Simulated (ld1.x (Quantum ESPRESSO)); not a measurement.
**Before and after: TM potential for Br**

ld1.x (Quantum ESPRESSO) 7.5 input, shortened:

```
&input
   title='Br', zed=35., rel=1, dft='PBE', iswitch=3,
   config='[Ar] 3d10 4s1.5 4p5.5 4d-2'
 /
 &inputp
   pseudotype=2, tm=.true., lloc=0,
   nlcc=.true.
 /
3
4P  2  1   5.50   0.00  1.15  1.15  0.0
4D  3  2  -2.00   0.35  0.95  0.95  0.0
4S  1  0   1.50   0.00  1.25  1.25  0.0
 &test
   configts(1)='4s1.5 4p5.5'
 /
```

Change: fully relativistic.

Cutoffs: the cutoffs (Ry, on a coarse ladder) from which the occupation-weighted sum of valence levels, in a spherical-Bessel basis at the reference potential, stays within 10 and 1 mRy of its value at 400 Ry; they do not see the model core or the augmentation charge, which bear on the density cutoff. Errors are all-electron minus pseudo energies relative to the spin-unpolarised reference configuration.

Q: Predict the effect on cutoff, ghosts and configuration errors.

A: The potential gets neither clearly harder nor softer (100 Ry and 300 Ry → 100 Ry and 260 Ry); both files keep a bound ghost (p); of the 7 tests that both files solve, the error grows in 0 and shrinks in 6 by more than 15 % and 0.3 meV (median size 4.7 → 2.5 meV).

```tsv
quantity	base	changed
cutoff, loose	100 Ry	100 Ry
cutoff, tight	300 Ry	260 Ry
bound ghosts	p	p3/2
error for 4s2 4p5, meV [ΔE -6.16 → -6.16 eV]	-0.7	+0.1
error for 4s2 4p4, meV [ΔE 6.39 → 6.40 eV]	-4.7	+2.5
error for 4s2 4p3, meV [ΔE 29.15 → 29.17 eV]	-33	+14
error for 4s2 4p1, meV [ΔE 109.16 → 109.19 eV]	-155	+47
error for 4s2 4p4.5, meV [ΔE -1.09 → -1.08 eV]	-0.3	+0.4
error for 4s2 4p2, meV [ΔE 63.14 → 63.16 eV]	-88	+37
error for 4s2 4p5.3, meV [ΔE -8.12 eV]	-2.5	+0.5
s: phases at 1.35 bohr within 0.05 rad from the reference energy up to (Ry; the scan ends near 5)	to the end of the scan	to the end of the scan
```

 A true bound ghost makes a file unfit for plane-wave use even where its test errors are small: the radial tests pick states by their node count and pass the ghost by.
